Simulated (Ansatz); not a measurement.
Two structures of CH$_{7}$ClGe, singlet, reached by relaxing down either side of one saddle point (PBE0-D4/def2-TZVP). Energies are electronic, without zero-point energy. Program: Ansatz 0.2.0. Basis: def2-TZVPP and def2-QZVPP. Cores are frozen in the correlated methods. Filled d shells of the heavier atoms are correlated. The def2 sets are not built for correlating such inner shells, so the correlated values are less sure here. Extrapolation: Hartree–Fock as exp(−7.88 √X), correlation as X^−2.97. First:

Ge1  (-0.162, -0.055, -1.161)
C2  (0.571, -0.996, 0.380)
H3  (-0.774, 1.298, -0.717)
H4  (0.929, 0.259, -2.198)
H5  (-1.284, -0.864, -1.831)
H6  (-0.752, 1.832, 1.116)
Cl7  (-0.667, 2.061, 2.378)
H8  (-0.213, -1.191, 1.113)
H9  (1.003, -1.946, 0.065)
H10  (1.348, -0.397, 0.856)
(Å)

Second:

Ge1  (-0.736, 1.321, -1.553)
C2  (0.703, -1.401, 1.416)
H3  (-2.223, 1.536, -1.851)
H4  (0.154, 1.923, -2.645)
H5  (-0.412, -0.155, -1.303)
H6  (0.547, -0.325, 1.493)
Cl7  (-0.299, 2.384, 0.272)
H8  (-0.242, -1.890, 1.180)
H9  (1.426, -1.609, 0.627)
H10  (1.081, -1.784, 2.363)
(Å)

Problem. Which bonds change from the first to the second?

Solution. CH₆Ge ([CH3][GeH3]) + HCl → GeH₃Cl ([Cl][GeH3]) + CH₄; bonds formed: Ge1–Cl7, C2–H6; bonds broken: Ge1–C2, H6–Cl7.

Problem. Give the saddle point's structure and its height above each. (Judge from chemistry; the value comes from the calculation.)

Solution. Computed: 183.2 kJ/mol above the first and 266.1 kJ/mol above the second (CCSD(T) at an estimated basis limit (MP2 extrapolated from triple and quadruple zeta, plus CCSD(T) − MP2 in triple zeta)).
Ge1  (-0.401, 0.402, -1.000)
C2  (0.376, -0.808, 0.728)
H3  (-1.840, 0.858, -0.816)
H4  (0.664, 1.269, -1.655)
H5  (-0.421, -0.969, -1.733)
H6  (0.199, 0.422, 0.803)
Cl7  (-0.019, 2.190, 1.013)
H8  (-0.478, -1.482, 0.727)
H9  (1.219, -1.202, 0.163)
H10  (0.701, -0.680, 1.769)
(Å)

T1 diagnostic: at most 0.011. The end structure is not quite a true minimum (one mode of 27i cm⁻¹).

Labels in which every atom is bracketed show which atoms are joined, not bond orders.

For scale, one of the runs: CCSD(T)/def2-TZVPP, 219 basis functions, launched by `ansatz run in.yaml --threads 3 --pin off --events-out ev --progress --plain --max-ram 6092MiB`. Time: 51 s of wall clock on 3 CPU threads of an Intel Xeon; the host was shared. Peak host memory: 3.5 GiB.
